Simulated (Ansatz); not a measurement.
Reaction R1 → P1 + P2, each structure at its B3LYP-D3(BJ)/def2-SVP stationary point, reached from a drawn start (curvature not checked).
R1, Cl2Y (SMILES [Cl][Y][Cl]) (charge 0, multiplicity 2):
```xyz
3

Y      0.0031     0.0043    -0.7107
Cl     2.1884    -0.0059     0.3648
Cl    -2.1915     0.0016     0.3458
```
P1, ClY (SMILES [Cl][Y]) (charge 0, multiplicity 1):
```xyz
2

Y     -0.009    -0.018    -1.196
Cl     0.009     0.018     1.196
```
P2: Cl atom, charge 0, multiplicity 2.

P less R. No zero-point or thermal terms; singlets are restricted closed shells; open shells are unrestricted; no spin–orbit coupling. The spin states of the d-block species are the ones drawn and need not be the lowest.

Cores are frozen in the correlated methods.

Codes used: Ansatz (Gaussian orbitals). Each number belongs to the level named beside it. Elements past Kr take the def2 small-core potentials, without spin–orbit coupling.

Question: What reaction energy does CCSD(T)/def2-TZVPP give?

Answer: 459 kJ/mol

Question: Estimate the reaction energy that wB97M-V/def2-TZVPP returns for this input.

Answer: 474 kJ/mol

Question: Give the reaction energy at the level CCSD(T)/def2-QZVPP.

Answer: 472 kJ/mol

Ansatz is a program for electronic structure.
